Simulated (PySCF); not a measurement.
Be(I)(NH2) (BeH₂IN), SMILES [NH2][Be][I].

The structure is a stationary point at B3LYP-D3(BJ)/def2-TZVP. The def2 effective core potentials stand for the cores of I; spin–orbit coupling is left out. One conformer was computed; it need not be the lowest.

Method: TDDFT-LC-ωPBE/def2-SVPD (PySCF).

Vertical excitations. Gas-phase values at a fixed geometry. State labels are in the subgroup C2v.

Computed UV-visible absorptions:
```csv
state,symmetry,energy (eV),λ (nm),f,main pairs
S1,A2,6.10,203,0.000,"HOMO→LUMO+1 55 %, HOMO→LUMO+4 20 %, HOMO−2→LUMO+1 10 %"
S2,B1,6.44,192,0.001,"HOMO→LUMO 61 %, HOMO−2→LUMO 16 %, HOMO→LUMO+2 13 %"
S3,A2,6.82,182,0.000,"HOMO−2→LUMO+1 52 %, HOMO−2→LUMO+4 21 %, HOMO→LUMO+1 13 %"
S4,A1,6.84,181,0.018,"HOMO−1→LUMO+1 55 %, HOMO−1→LUMO+4 19 %"
S5,B2,6.90,180,0.094,"HOMO−1→LUMO 44 %, HOMO−1→LUMO+2 41 %, HOMO−1→LUMO+9 7 %"
S6,B1,7.07,175,0.174,"HOMO−2→LUMO 53 %, HOMO→LUMO+2 30 %"
S7,A2,7.37,168,0.000,"HOMO−1→LUMO+3 37 %, HOMO−1→LUMO+6 33 %, HOMO−1→LUMO+8 28 %"
S8,A1,7.66,162,0.336,"HOMO→LUMO+3 30 %, HOMO→LUMO+6 27 %, HOMO→LUMO+8 16 %, HOMO−1→LUMO+1 10 %"
S9,B1,8.24,150,0.042,"HOMO→LUMO+5 36 %, HOMO→LUMO+9 22 %, HOMO−2→LUMO+9 15 %, HOMO→LUMO+2 10 %"
S10,A2,8.25,150,0.000,"HOMO→LUMO+4 46 %, HOMO→LUMO+1 21 %, HOMO−2→LUMO+7 11 %, HOMO−2→LUMO+1 8 %"
T1,A2,5.99,207,0,"HOMO→LUMO+1 54 %, HOMO→LUMO+4 20 %, HOMO−2→LUMO+1 10 %"
T2,B1,6.08,204,0,"HOMO→LUMO 55 %, HOMO−2→LUMO 24 %, HOMO→LUMO+2 9 %"
T3,A1,6.12,202,0,"HOMO−1→LUMO+1 62 %, HOMO−1→LUMO+4 23 %"
T4,B2,6.47,192,0,"HOMO−1→LUMO 39 %, HOMO−1→LUMO+2 37 %, HOMO−1→LUMO+9 10 %"
```
Triplets are in the Tamm–Dancoff approximation, which puts them higher than full response would, so one can lie above its singlet here.
